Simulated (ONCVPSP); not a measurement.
# Ranking ONCV potentials for platinum (Pt)

All share these settings but for the change named:

```
Element                 : platinum (Pt)
Generator               : ONCVPSP 4.0.1
Type                    : optimised norm-conserving Vanderbilt (ONCV)
Functional              : PBE
Relativity              : scalar-relativistic
Frozen core             : [Kr] 4d10 4f14
Valence charge          : 18
Reference configuration : 5s2 5p6 5d9.5 6s0.5
Partial waves           : 5s+6s: rc 1.55 bohr, ncon 3, nbas 7, qcut 7 1/bohr, 2 projectors; 5p: rc 1.60 bohr, ncon 3, nbas 7, qcut 9 1/bohr, 1 projector; 5d: rc 1.55 bohr, ncon 4, nbas 7, qcut 5.7 1/bohr, 2 projectors, debl 2.6 Ha
Local potential         : polynomial inside 1.35 bohr (lpopt 3, dvloc0 3 Ha)
Core correction         : Teter function, fcfact 4.75, rcfact 1.25
```

Test errors are all-electron minus pseudo excitation energies from the reference, over 5s2 5p6 5d9 6s1; 5s2 5p6 5d9 6s0; 5s2 5p6 5d8 6s0; 5s2 5p6 5d8 6s2. None of these files shows a bound ghost.

The base gives 4.8 meV.

Of 7 variants that were run, those that failed, showed a ghost or another fault, or gave nearly equal values are left out.

A variant can come out equal or close to the base, since the largest error may sit in a test that the change hardly touches while other tests move.

Problem. Rank these variants by their largest absolute test error, smallest first.
A. s: qcut 5.6; p: qcut 7.2; d: qcut 4.6
B. d: qcut 7.2
C. s: qcut 7.7

Solution. C (3.0 meV), B (4.9 meV), A (18.4 meV).
